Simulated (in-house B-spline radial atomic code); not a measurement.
What moves the levels of Ti⁺ ([Ar] 3d2 4s1)? Method: Dirac-Hartree-Fock, average of configuration, Fermi nucleus of rms radius 3.5921 fm. Calculated with a radial B-spline atomic code at the basis-set limit.

Baseline run (computed): total energy -852.6053 hartree, 1s1/2 at -184.7482 hartree, 4s1/2 at -12.785 eV with <r> = 3.326 bohr.

Scaling the speed of light c (a factor of 100 is close to the non-relativistic limit):

```
c/c0  ΔE (hartree)  4s1/2 level (eV)  4s1/2 <r> (bohr)
 0.9       -1.0601           -12.805             3.321
0.98      -0.18589          -12.7881             3.325
1.02       0.17488          -12.7812             3.327
 1.5        2.4858          -12.7368             3.337
 100        4.4492          -12.6994             3.347
```

Changing the nucleus:

| nucleus | ΔE (eV) |
| --- | --- |
| Gaussian nucleus of rms radius 0.01 fm | -0.0493 |
| Fermi nucleus of rms radius 3.5203 fm | -0.00193 |
| Fermi nucleus of rms radius 3.6639 fm | 0.00196 |

A larger nucleus binds the electrons less, roughly as the density at the nucleus times the change of the nuclear <r²>. A radius of 0.01 fm is nearly a point.

(1) The nuclear charge is raised by 0.1. What does the Hellmann-Feynman theorem predict for the energy, and what is found?

Results:

(1) dE/dZ ≈ -Σ<1/r>, which is -92.0161 at the start and -92.5561 at the end; their mean times 0.1 is -9.2286 hartree, and the two runs differ by -9.2286 hartree.
